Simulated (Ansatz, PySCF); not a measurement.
Species: sum formula BN$_{3}$H$_{6}$ (charge 0, singlet). 
Coordinates optimised at B3LYP-D3(BJ)/def2-TZVP (Ansatz, an electronic-structure program):
SMILES: B(N)(N)N
```xyz
10

B      0.0001     0.0000     0.0000
N      1.4250     0.0680    -0.0780
N     -0.6432    -1.2496     0.2579
N     -0.7832     1.1815    -0.1799
H      1.9304     0.9298    -0.1686
H      2.0168    -0.7414    -0.0475
H     -0.1412    -2.0988     0.4402
H     -1.6370    -1.3760     0.2065
H     -0.3870     2.0736    -0.4112
H     -1.7730     1.2132    -0.0198
```
Charge 0, spin multiplicity 1.

PBE beside other levels, property by property. Correlated levels leave the core frozen unless marked. Open shells are spin-unrestricted. No spin-orbit coupling. Non-relativistic. CBS(X,Y): correlation extrapolated as X^-3; Hartree-Fock from the larger set. The bracket is a focal-point correction in the basis named. Rows marked 298 K are enthalpies with B3LYP-D3(BJ) harmonic zero-point and thermal terms. Atomisation energies are electronic, to ground-state atoms; the column to compare with has the core term from cc-pwCVTZ added, other frozen-core levels have none. Frequencies are from Ansatz or PySCF. Anions need diffuse functions, of which def2-TZVPD holds fewer than the aug- sets. The coupled-cluster column (Ansatz) is a level with limits of its own: RI-MP2/CBS(aug-cc-pVTZ,aug-cc-pVQZ)+[CCSD(T)-MP2]/aug-cc-pVTZ.

```
property                                                                  PBE/def2-TZVPD (Ansatz)  SVWN5/def2-TZVPD (Ansatz)  HSE06/def2-TZVPD (Ansatz)  CCSD(T)/aug-cc-pVDZ (Ansatz)  coupled cluster
------------------------------------------------------------------------  -----------------------  -------------------------  -------------------------  ----------------------------  ---------------
B-N bond dissociation enthalpy, 298 K, to N[B]N + [NH2] (NH2) (kcal/mol)                    119.0                      140.2                      119.4                         117.6            124.7
deprotonation enthalpy (H-N bond), 298 K, to [NH-]B(N)N + H+ (kcal/mol)                     386.2                      381.8                      391.8                         385.7            388.9
H-N bond dissociation enthalpy, 298 K, to [NH]B(N)N + H atom (kcal/mol)                     107.1                      122.7                      107.8                         106.5            113.0
atomisation energy (kcal/mol)                                                               925.0                     1041.3                      905.4                         831.6            908.1
```

As the rows show:
- B-N bond dissociation enthalpy, 298 K, to N[B]N + [NH2] (NH2): PBE lies 5.7 kcal/mol below coupled cluster.
- deprotonation enthalpy (H-N bond), 298 K, to [NH-]B(N)N + H+: PBE lies 2.7 kcal/mol below coupled cluster.
- H-N bond dissociation enthalpy, 298 K, to [NH]B(N)N + H atom: PBE lies 5.9 kcal/mol below coupled cluster.
- atomisation energy: PBE lies 16.9 kcal/mol above coupled cluster.
